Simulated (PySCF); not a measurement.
Static response to an electric field

Species: C3H7F3Si2.
SMILES with atom numbers: `[F:1][C:2]([F:3])([F:4])[CH:5]1[SiH2:6][CH2:7][SiH2:8]1` (hydrogens: H9 on C5; H10, H11 on Si6; H12, H13 on C7; H14, H15 on Si8)

Structure used (GFN2-xTB), in Å, numbered top down from 1:
```
atom  x, y, z in Å
F1     1.608    0.430    1.421
C2     1.841    0.079    0.137
F3     2.655   -0.999    0.205
F4     2.610    1.072   -0.367
C5     0.600   -0.159   -0.630
Si6   -0.594   -1.395    0.250
C7    -1.822    0.073    0.411
Si8   -0.655    1.302   -0.494
H9     0.902   -0.430   -1.640
H10   -0.069   -1.925    1.504
H11   -0.995   -2.466   -0.661
H12   -2.781   -0.082   -0.076
H13   -2.045    0.351    1.438
H14   -0.166    2.422    0.303
H15   -1.094    1.735   -1.820
```

Level: CAM-B3LYP/def2-SVPD (PySCF), static field, nuclei fixed, core orbitals frozen in the response. The polarisability tensor in these axes (au):

```
x   87.28 -0.30 -0.35
y   -0.30 94.70 -5.38
z   -0.35 -5.38 76.71
```

Task: Diagonalise the tensor; give its mean and Δα, where Δα² is half the sum of the squared differences of the eigenvalues.

Result: Principal values 75.21, 87.29 and 96.20 au; mean 86.23 au = 12.78 Å³ = 14.22 × 10⁻⁴⁰ C²·m²/J; Δα = 18.25 au (21 % of the mean).

Task: What is the dipole moment, and where does it point?

Result: (-3.04, -0.31, -0.90) D, 3.19 D in size, pointing from the negative to the positive side. Measured along this direction, the outermost atoms are F3 and F4 at the negative end and H12 at the positive end.

Task: Find the Langevin capture rate constant for O2+ (31.990 u) meeting this molecule (156.004 u), k = 2.342 × 10⁻⁹ cm³/s × √(α in Å³ / reduced mass in u).

Result: The reduced mass is 26.55 u, so k = 1.62 × 10⁻⁹ cm³/s. The formula leaves out the permanent dipole, which adds to the capture rate.

Task: Refractivity n − 1 of an ideal gas of it at 273.15 K and 1 atm, from the electronic α?

Result: N = p/kT = 2.6868 × 10¹⁹ cm⁻³, so n − 1 = 2π × N × 12.78 × 10⁻²⁴ cm³ = 2157 × 10⁻⁶ at long wavelengths.

Task: Sum over states: ᾱ = Σ f/ω², ω in Eh. What share falls to these 8 lowest TDDFT singlets (eV, f)? 6.75, 0.0050; 7.46, 0.0023; 7.68, 0.0198; 7.71, 0.1257; 7.80, 0.0375; 8.03, 0.0001; 8.09, 0.0536; 8.15, 0.0094.

Result: They add up to 3.10 au, 3.6 % of the 86.23 au; the largest single term is 1.56 au, from the state at 7.71 eV. Terms in order: 0.08, 0.03, 0.25, 1.56, 0.46, 0.00, 0.61, 0.10 au. Higher excitations give the rest. The strengths listed sum to 0.254.

Task: What depolarisation ratio follows for Rayleigh scattering of linearly polarised light, taking the static tensor?

Result: ρ = 3Δα²/(45ᾱ² + 4Δα²) = 998.7/(334620 + 1331.6) = 0.00297.

Task: Give the principal axes and the span of the nuclei along them.

Result: Largest value along (-0.02, 0.96, -0.27), where the nuclei span 4.51 Å; middle along (1.00, 0.01, -0.04), 5.41 Å; least along (0.03, 0.27, 0.96), 3.20 Å. The strongest response doesn't lie along the longest of the three spans.

Geometry: GFN2-xTB; no solvent, vibrations or thermal averaging.
